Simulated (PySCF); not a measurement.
**Electronic absorption of C5H9NSi**

Compound: C₅H₉NSi.
SMILES: `C#C[C@@H]1C[C@H]1[SiH2]N`

Theory: TDDFT wB97X-D/def2-SVPD, vertical, gas phase, core orbitals frozen in the response in PySCF 2.14.0, density-fitted response routines. The structure is a single PBE0-D3(BJ)/def2-SVP conformer in the gas phase; no vibrational or solvent corrections. Torsions of this conformer, `[CH:1]#[C:2][C@@H:3]1[CH2:4][C@H:5]1[SiH2:6][NH2:7]`: C4–C5–Si6–N7 45°, H–N7–Si6–C5 -136°, H–N7–Si6–C5 83°.

| state | λ (nm) | E (eV) | f | main configurations (H = HOMO, L = LUMO) |
| --- | --- | --- | --- | --- |
| S1 | 198.7 | 6.24 | 0.0009 | H→L+4 (24%), H→L+2 (22%), H→L+6 (15%) |
| S2 | 189.9 | 6.53 | 0.028 | H→L (20%), H-2→L (14%), H→L+2 (14%) |
| S3 | 186.8 | 6.64 | 0.043 | H-2→L (58%) |
| S4 | 184.9 | 6.70 | 0.0028 | H-1→L+2 (30%), H-1→L+3 (13%), H-1→L (10%) |
| S5 | 171.3 | 7.24 | 0.026 | H→L (30%), H→L+4 (26%), H→L+1 (17%) |
| S6 | 161.9 | 7.66 | 0.067 | H→L+1 (36%), H→L (19%), H→L+2 (9%) |
| S7 | 161.2 | 7.69 | 0.026 | H-1→L (34%), H-1→L+4 (23%), H-1→L+1 (15%) |
| S8 | 157.1 | 7.89 | 0.024 | H-2→L+5 (44%), H→L+5 (21%), H-2→L+1 (12%) |
| S9 | 155.4 | 7.98 | 0.066 | H-2→L+1 (17%), H-3→L (15%) |
| S10 | 153.4 | 8.08 | 0.123 | H-2→L+2 (22%), H→L+3 (9%), H→L+4 (9%) |

Triplets (Tamm–Dancoff): T1 5.27 eV, H→L+2 (24%), H-1→L+4 (8%); T2 5.79 eV, H→L+4 (20%), H→L+2 (18%), H→L+6 (13%); T3 5.85 eV, H-1→L+2 (17%), H-1→L+4 (16%), H-1→L+6 (12%); T4 6.32 eV, H-2→L (67%), H→L (11%).

The lowest singlet comes at 199 nm (602 kJ/mol) in the vacuum ultraviolet; it is very weak; its leading configuration is HOMO→LUMO+4 (24%). The strongest level in the table is S10 at 8.08 eV (153 nm, f = 0.123). It is the last of those listed, so stronger ones may follow. Löwdin shares by element: HOMO carbon 77% or more (atoms not listed hold the other 23%); LUMO silicon 27%, hydrogen 22% or more, nitrogen 12% (atoms not listed hold the other 38%). The oscillator strengths of these states sum to 0.407; summed over the whole spectrum of an exact calculation they would give the number of electrons, 60 (Thomas–Reiche–Kuhn). Orbital energies (eV): HOMO-3 -10.88, HOMO-2 -9.53, HOMO-1 -9.49, HOMO -8.92, LUMO 1.84, LUMO+1 2.53, LUMO+2 2.70. The listed states span 1.84 eV, and the widest gap between neighbours is 0.53 eV (S4 to S5). The vertical ionisation energy (ΔSCF) is 9.10 eV, 1.02 eV above S10. The window holds the lowest 10 singlets.
